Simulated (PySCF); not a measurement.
siletan-3-ol (C3H8OSi), SMILES OC1C[SiH2]C1. The structure is a stationary point at TPSSh-D3(BJ)/def2-SVP. Other conformers were not sampled.

Computed equilibrium geometry at TPSSh-D3(BJ)/def2-SVP (PySCF confirms it by a frequency run) as Cartesian coordinates in Å (one conformer of several):
```xyz
13

O     -1.9898     0.8305     0.0667
C     -0.7624     0.2513     0.4589
C      0.4424     1.1114     0.0080
Si     1.4103    -0.5136    -0.1775
C     -0.3937    -1.1147    -0.1991
H     -2.7022     0.2488     0.3740
H     -0.7214     0.1325     1.5615
H      0.7336     1.9331     0.6765
H      0.2176     1.5248    -0.9904
H      2.1818    -0.9185     1.0301
H      2.2567    -0.7212    -1.3843
H     -0.7676    -1.1184    -1.2377
H     -0.7414    -2.0230     0.3145
```
